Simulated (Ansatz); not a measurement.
Consider the ligand exchange at the Al–Br bond: `[Cl][Al]([Cl])[Br]` + CH₃NH₂ → `C[NH][Al]([Cl])[Cl]` + HBr.

Isolated molecules relaxed with PBE0-D4/def2-TZVP in Ansatz; ΔE leaves out vibrations. CCSD(T)/CBS is the MP2 limit (def2-TZVPP, def2-QZVPP) plus CCSD(T) − MP2 in def2-TZVPP, frozen cores. DFT in def2-TZVPP. B3LYP here is the variant with VWN-RPA as its local correlation; programs differ in this. For Br outer-core shells are correlated without core-valence functions, which leaves a few kJ/mol of doubt a bond. Scalar relativity is left out up to krypton. Each species was taken in one conformer, which may not be the lowest.

`[Cl][Al]([Cl])[Br]`:

```xyz
4

Cl   -2.031   -0.273   -0.402
Al   -0.011   -0.016   -0.030
Cl    1.379   -0.700   -1.404
Br    0.663    0.989    1.837
```

CH₃NH₂:

```xyz
7

C    -0.118    0.498    0.246
N     0.362   -0.825   -0.114
H    -0.781    0.976   -0.491
H     0.735    1.162    0.406
H    -0.660    0.442    1.193
H     0.876   -0.793   -0.984
H    -0.414   -1.459   -0.257
```

`C[NH][Al]([Cl])[Cl]`:

Cartesian coordinates in Å:
```
C 0.047 0.148 1.327
N 0.569 0.118 -0.025
Al -0.282 -0.217 -1.515
Cl -2.321 -0.643 -1.479
Cl 0.749 -0.190 -3.325
H -1.020 -0.082 1.319
H 0.165 1.133 1.791
H 0.536 -0.590 1.972
H 1.556 0.324 -0.065
```

HBr:

Z-matrix (Å, degrees):
```
Br
H 1 1.420
```

CCSD(T)/CBS gives +14.3 kcal/mol.

Q: Another level gave +13.6 kcal/mol. Which?
A. LDA (SPW92)/def2-TZVPP
B. PBE-QIDH/def2-TZVPP
C. B3LYP/def2-TZVPP
D. HF/def2-TZVPP

A: C. B3LYP 13.6, PBE-QIDH 14.9, HF/def2-TZVPP 16.2, LDA (SPW92) 11.6 kcal/mol.

Largest T1 diagnostic among the species: 0.009.

From PBE to PBE0 (25 % exact exchange), in def2-TZVPP and without D4, ΔE moves by +0.9 kcal/mol. In def2-TZVPP, CCSD(T) changes the Hartree–Fock value by −3.3 kcal/mol (the triples alone add −0.2 kcal/mol) and MP2 by −2.6 kcal/mol.
